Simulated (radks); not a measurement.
Spherical quantum dot in the effective-mass picture: electrons in a parabolic well V = omega^2 r^2 / 2 with omega = 2.38, with a point charge +2 (a donor) at the centre, all in effective atomic units (hartree* = m*/eps^2 hartree, bohr* = eps/m* bohr), one dielectric constant everywhere. Method: non-relativistic Kohn-Sham, PBE, spin-polarised, spherical densities; computed with a radial shooting solver with Libxc functionals. Levels are named by radial order and angular momentum (1s, 1p, 1d, 2s, ...), and open shells are averaged over m.

N = 18, configuration 1s2 1p6 1d(up 5, down 3) 2s2. This is the lowest configuration that the search found. Occupied and some empty levels:

level    occupation  eigenvalue (hartree*)  <r> (bohr*)
1s up             1                 14.666       0.7087
1s down           1                 14.690       0.7033
1p up             3                 16.941        1.148
1p down           3                 16.995        1.145
2s up             1                 17.984        1.195
2s down           1                 18.029        1.198
1d up             5                 18.660        1.367
1d down           3                 18.720        1.367
1f up             0                 20.411        1.531
1f down           0                 20.471        1.532
2p up             0                 20.490        1.370
2p down           0                 20.528        1.372
1g up             0                 22.236        1.668
1g down           0                 22.291        1.671

Energy (hartree*): total 200.513, kinetic 49.010, external 44.856, Hartree 120.27, exchange-correlation -13.623.

Electron density:

r (bohr*)  n(r) (e/bohr*^3)
0.115                 6.078
0.308                 2.860
0.501                 1.577
0.694                 1.193
0.887                 1.117
1.08                  1.029
1.27                 0.8241
1.47                 0.5466
1.66                 0.2945
1.85                 0.1281
2.04                0.04522
2.24                0.01297
2.43               0.003016
